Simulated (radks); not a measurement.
Cu XXIX, configuration 1s1.

Method: scalar-relativistic Kohn-Sham, PBEsol, spin-polarised, spherical densities, finite nucleus; open shells are filled with parallel spins first; Fermi nuclear charge, rms radius 3.8823 fm; computed with a radial shooting solver on a logarithmic mesh with Libxc functionals.

Energy parts (eV):
part                      energy
total                 -11558.000
kinetic                11825.419
electron-nucleus      -23398.752
Hartree                  250.504
exchange-correlation    -235.170

Orbitals (lengths in bohr, moments of r in powers of bohr; <r^-3> diverges for s and p1/2):
| orbital | occ. | eigenvalue (eV) | <r^2> | <1/r> | <r^-3> | <r^4> |
|---|---|---|---|---|---|---|
| 1s up | 1 | -11375.59 | 0.003486 | 29.65 | - | 0.00003075 |
| 2s up | 0 | -2784.462 | 0.04950 | 7.334 | - | 0.004029 |
| 2p up | 0 | -2747.136 | 0.03611 | 7.238 | 1037 | 0.002451 |

The highest occupied level is 1s up at -11375.6 eV. Spin moment in Bohr magnetons: 1. Summed over all electrons, <r^2> = 0.003486 bohr^2, which gives a Langevin (diamagnetic) susceptibility term of -0.00276 x 10^-6 cm^3/mol. For comparison, the ionisation energy in NIST's Atomic Spectra Database is 11567.6 eV (theoretical). In exact Kohn-Sham theory the highest level is minus the ionisation energy, but local and semilocal functionals leave it too shallow, through self-interaction and a potential that decays too fast; potentials with the right tail come closer.
